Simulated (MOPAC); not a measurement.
MOPAC input (AM1):

```
AM1 FORCE THERMO(298,298) PRECISE LET UHF MS=0.5 GEO-OK AUX(PRECISION=9) THREADS=1
BrSi

Si    0.00000000 1    0.00000000 1   -1.56323706 1
Br    0.00000000 1    0.00000000 1    0.59795378 1
```

Which zero-point energy does it print?

0.50 kcal/mol, from the harmonic wavenumbers of AM1.
